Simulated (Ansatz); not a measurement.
`OC/C(O)=N\[SiH3]` + H–F → `O/C(F)=N/[SiH3]` + CH₃OH  (substitution at a C–C bond)

Gas-phase electronic energies from Ansatz, PBE0-D4/def2-TZVP geometries. CBS: MP2 limit from def2 TZ/QZ plus the TZ coupled-cluster correction, frozen cores. This one scheme is used for every species. Double bonds are as drawn, so ΔE can hold a change between cis and trans. DFT in def2-TZVPP. Each species was taken in one conformer, which may not be the lowest.

Question: Is it downhill or uphill in electronic energy at CCSD(T)/CBS, and by how much? (Best estimate.)

Answer: The calculation gave: Uphill: ΔE = +35.4 kJ/mol.

Question: What do these levels give: PBE-D4, r2SCAN, PBE0, CCSD/def2-TZVPP, CCSD(T)/def2-TZVPP, CCSD/CBS(def2)? (An estimate is asked.)

Answer: The calculation gave: PBE-D4 22.2, r2SCAN 14.6, PBE0 16.6, CCSD/def2-TZVPP 25.8, CCSD(T)/def2-TZVPP 29.4, CCSD/CBS(def2) 31.9 kJ/mol.

Largest T1 diagnostic among the species: 0.013.

The D4 term adds +12.7 kJ/mol with B3LYP and +7.1 kJ/mol with PBE0; it sums over pairs of atoms, weighted by their polarisabilities, and B3LYP, whose exchange is more repulsive, gets the larger term. In def2-TZVPP, CCSD(T) changes the Hartree–Fock value by +29.7 kJ/mol (the triples alone add +3.6 kJ/mol) and MP2 by +35.6 kJ/mol.

B3LYP here is the variant with VWN-RPA as its local correlation; programs differ in this.
